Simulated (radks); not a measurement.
Problem. These are the eigenvalues of the occupied orbitals of an atom or ion with whole-number occupations (hartree). All-electron calculation, non-relativistic Kohn-Sham, exchange-only LDA, spin-polarised, spherical densities, point nucleus. Program: a radial shooting solver on a logarithmic mesh with Libxc functionals.

orbital  eigenvalue
1s up      -1.81349
1s down    -1.80458
2s up      -0.10044

Which element is it, and in what charge state? The configuration may be excited. Open shells, if any, are filled with parallel spins first.

Solution. Z = 3, lithium, charge 0: Li in [He] 2s1. The list shows which subshells hold electrons but not how many an open one holds; the 1s level, -1.8135 hartree, gives Z - s = 1.9 by -(Z - s)^2/2, which with screening narrows Z to a few neighbours, and the depths of the outer levels then fix element, charge and occupations together.
